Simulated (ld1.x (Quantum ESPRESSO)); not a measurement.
Results of a calculation; reference values are marked as such.
# Potentials for In compared

Generated with ld1.x 7.5 (TM, RRKJ, ultrasoft, PAW), atompaw 4.2 or ONCVPSP 4.0.1. The cutoff is in Ry: for ld1.x and atompaw files where the sum of valence levels is converged to 10 mRy in a Bessel basis, for ONCV files where the hardest occupied wave has 1 mHa per electron of residual kinetic energy. The error is the largest all-electron minus pseudo excitation energy over each file’s own four to seven test configurations (ionisations up to +4, promotions, holes and added fractions of an electron), all of which were solved. The labels leave out finer settings (local radius, basis sizes, second energies), which also bear on the numbers. Spin-polarised tests are not counted. The rows are a selection from randomly drawn settings: files with unsolved tests, undetermined cutoffs or missed reference levels are left out.

A true bound ghost makes a file unfit for plane-wave use even where its test errors are small: the radial tests pick states by their node count and pass the ghost by.

| potential | cutoff (Ry) | largest error (meV) | bound ghosts |
| --- | --- | --- | --- |
| TM, revPBE, fully relativistic, rc 1.75/2.80/1.25 (spd), local s, core correction yes, reference 4d10 5s2 5p1 | 90 | -272 | none |
| TM, PBEsol, scalar-relativistic, rc 1.90/2.65/2.90 (spd), local p, core correction yes, reference 5s1.75 5p1.25 | 18 | -184 | none |
| PAW, PBE, scalar-relativistic, rc 2.15/3.40/1.45 (spd), local smoothed, core correction yes, reference 4d10 5s2 5p0.5 | 70 | -261 | none |
| ultrasoft, BLYP, scalar-relativistic, rc 1.35/1.35/1.10 (spd), local smoothed, core correction no, reference 4s2 4p6 4d10 5s2 5p1 | 100 | -46 | none |
| TM, BLYP, scalar-relativistic, rc 1.65/2.70/2.05 (spd), local smoothed, core correction yes, reference 5s2 5p0.5 | 30 | -174 | d, s |

Problem. Fill in the row for In: TM semilocal, PBE, scalar-relativistic, rc 2.35/2.55/2.15 (spd), local s, core correction yes, reference 5s2 5p1.

Solution. cutoff 15 Ry, largest error -208 meV, bound ghosts: none.

Problem. Fill in the row for In: ultrasoft, LDA (PZ), scalar-relativistic, rc 2.45/2.40/1.05 (spd), local smoothed, core correction yes, reference 4d10 5s2 5p1.

Solution. cutoff 100 Ry, largest error -82 meV, bound ghosts: s.

Problem. Fill in the row for In: TM, PBE, fully relativistic, rc 1.80/2.75/2.20 (spd), local smoothed, core correction no, reference 5s1.5 5p1.5.

Solution. cutoff 18 Ry, largest error +123 meV, bound ghosts: d3/2, d5/2.
